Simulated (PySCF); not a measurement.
## Static response to an electric field

Species: C6H9NSi.
Numbering: `[CH:1]#[C:2]/[C:3](=[N:4]\[SiH3:5])[CH:6]1[CH2:7][CH2:8]1` (hydrogens: H9 on C1; H10, H11, H12 on Si5; H13 on C6; H14, H15 on C7; H16, H17 on C8)

Structure used (PBE0-D3(BJ)/def2-SVP), in Å, numbered top down from 1:
```xyz
17
C6H9NSi angstrom
C      0.9415    1.8196    1.5838
C      0.5972    0.8958    0.8766
C      0.1975   -0.2089    0.0227
N      1.0071   -0.8292   -0.7418
Si     2.7165   -0.6155   -1.0168
C     -1.2326   -0.6016    0.0758
C     -2.0019   -0.5397    1.3760
C     -2.3139    0.4309    0.2945
H      1.2648    2.6353    2.2048
H      3.3573    0.5175   -0.2727
H      2.9051   -0.3980   -2.4811
H      3.3893   -1.8903   -0.6285
H     -1.4472   -1.4296   -0.6034
H     -2.6965   -1.3595    1.5739
H     -1.4672   -0.1686    2.2546
H     -1.9949    1.4676    0.4321
H     -3.2330    0.3067   -0.2833
```

Level: CAM-B3LYP/def2-SVPD (PySCF), static field, nuclei fixed, core orbitals frozen in the response. The polarisability tensor in these axes (au):

```
x   120.59  -2.66 -14.12
y    -2.66  97.31  17.30
z   -14.12  17.30  97.09
```

**Question.** Give the principal values, the mean and the anisotropy Δα = √{½[(α1 − α2)² + (α2 − α3)² + (α1 − α3)²]}.

**Answer.** Principal values 78.18, 106.20 and 130.60 au; mean 104.99 au = 15.56 Å³ = 17.31 × 10⁻⁴⁰ C²·m²/J; Δα = 45.44 au (43 % of the mean).

**Question.** What is the dipole moment, and where does it point?

**Answer.** (-1.28, 1.38, 1.56) D, 2.44 D in size, pointing from the negative to the positive side. Measured along this direction, the outermost atoms are H11 and H12 at the negative end and H9 and H16 at the positive end.

**Question.** Find the Langevin capture rate constant for O2+ (31.990 u) meeting this molecule (123.050 u), k = 2.342 × 10⁻⁹ cm³/s × √(α in Å³ / reduced mass in u).

**Answer.** The reduced mass is 25.39 u, so k = 1.83 × 10⁻⁹ cm³/s. The formula leaves out the permanent dipole, which adds to the capture rate.

**Question.** What depolarisation ratio follows for Rayleigh scattering of linearly polarised light, taking the static tensor?

**Answer.** ρ = 3Δα²/(45ᾱ² + 4Δα²) = 6193.1/(496059 + 8257.4) = 0.0123.

**Question.** Along which axes do the principal values lie, and how far do the nuclei extend along each?

**Answer.** Largest value along (0.80, -0.33, -0.51), where the nuclei span 6.24 Å; middle along (0.56, 0.70, 0.44), 5.61 Å; least along (0.21, -0.64, 0.74), 2.55 Å. The response follows the extents in order.

**Question.** Estimate the molar refractivity from the static electronic polarisability.

**Answer.** Lorentz–Lorenz: R = (4π/3)N_A α = 2.5225 cm³/(mol·Å³) × 15.56 Å³ = 39.2 cm³/mol, in the limit of long wavelengths.

**Question.** Traceless (Buckingham) quadrupole moment about the centre of nuclear charge: eigenvalues?

**Answer.** -3.77, -3.13, 6.90 D·Å. The values depend on the origin, since the dipole doesn't vanish. The electronic extent ⟨r²⟩ about the same centre is 1410 bohr², a root-mean-square distance of 2.45 Å for the 66 electrons.

Geometry: PBE0-D3(BJ)/def2-SVP, one conformer, isolated molecule.

The run behind these numbers computed excited states and ΔSCF ions as well. The run took 3.9 min of wall time (grids of density and orbitals included) on one thread of an Arm Neoverse V1, no GPU, shared host with 32 logical CPUs at a one-minute load of 14, and the process peaked at 1.3 GiB of memory.
